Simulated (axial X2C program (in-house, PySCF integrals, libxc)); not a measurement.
# Nuclear properties of TeNC⁺

Computed with an in-house all-electron X2C program for linear molecules (integrals from PySCF): two-component X2C with atomic mean-field Coulomb and Gaunt terms, Gaussian nuclei, basis Te dyall-v3z, N dyall-av3z, C dyall-v3z with contracted cores.

Te–N–C held linear, with bonds 1.918 and 1.199 Å (near the PBE0 minimum at charge 1 of the determinant lowest at the starting distance; the state shown can have its own minimum elsewhere, held linear; other orders of the atoms were not compared).

Determinant lowest in the PBE0 search, Ω = 1 (⟨Sz⟩ = 0.99, ⟨Lz⟩ = 0.01 at PBE0), spin on the atoms Te 0.93, N -0.03, C 0.10:

| level | Eeff magnitude (GV/cm) | Ws magnitude Te (kHz) | A∥/gI Te (MHz) | qzz Te (a.u.) | A∥/gI N (MHz) | qzz N (a.u.) | A∥/gI C (MHz) | qzz C (a.u.) |
| --- | --- | --- | --- | --- | --- | --- | --- | --- |
| PBE0 | 0.652 | 0.245 | -1210 | 4.17 | -9.15 | 0.20 | -8.37 | -0.99 |
| HF | 2.22 | 1.46 | -1060 | 4.22 | -12.2 | 0.19 | -5.15 | -1.16 |
| BHandHLYP | 0.866 | 0.361 | -1080 | 4.64 | -8.1 | 0.16 | -6.22 | -1.09 |

Determinant 0.30 eV from it at PBE0 and this distance, Ω = 0 (closed shell), highest spinor 65% Te p, 11% C p, 10% N d:

| level | qzz Te (a.u.) | qzz N (a.u.) | qzz C (a.u.) |
| --- | --- | --- | --- |
| PBE0 | 5.20 | 0.15 | -1.00 |
| HF | 5.19 | 0.15 | -1.17 |
| BHandHLYP | 5.42 | 0.13 | -1.10 |

Eeff is the effective electric field on the electron electric dipole moment in this Ω state and Ws the scalar–pseudoscalar constant of the nucleus named (defined with the proton number Z and per Ω); A∥ (defined per Ω) follows by multiplying with gI = μI/(I μN); qzz is the electric field gradient, eQq0 = 234.96 MHz × Q/barn × qzz. The operators were transformed with the bare-nucleus X2C matrices; with these basis sets, hyperfine constants and field gradients can be off by tens of per cent, and where levels differ in sign neither size nor sign is settled.

(1) With gI(125Te) = -1.7770, gI(14N) = 0.4038, Q(14N) = 0.02044 barn, gI(13C) = 1.4048 (g factors from the IAEA table of nuclear moments by Stone; Q from Pyykkö, Mol. Phys. 2018), turn the PBE0 values of the first state into constants in MHz.

The molecule was held linear; bending was not examined, so a bent shape may lie lower.

Each state is one determinant with collinear spin, which with several unpaired electrons need not be a pure state. Unrestricted Hartree–Fock can overshoot spin polarisation at the nuclei. In the state Ω = 1 the sign of Eeff differs between levels (HF against PBE0). A closed determinant beside an open π² or δ² triplet, such as (π1/2)², mixes with its partner pair into the 0⁺ component of the triplet and ¹Σ⁺, so its energy is not that of a level, and 0⁺ can lie lowest. With several open shells hyperfine constants can be off by a factor of several. Where Eeff spreads by more than a factor of two the levels disagree and none is to be relied on. Open-shell Ω = 0 determinants with evenly filled partner blocks cannot be reached by this program, so the Ω shown need not be the lowest component. States lie within half an eV, so the first need not be the ground state. The sign of Ws at Te differs between levels in the first state. PBE0 term energies can be off by some tenths of an eV.

Answers

(1) A∥(125Te) = -1210 × -1.7770 = 2150 MHz; A∥(14N) = -9.15 × 0.4038 = -3.69 MHz; eQq0(14N) = 234.96 × (0.02044) × (0.20) = 0.961 MHz; A∥(13C) = -8.37 × 1.4048 = -11.8 MHz.
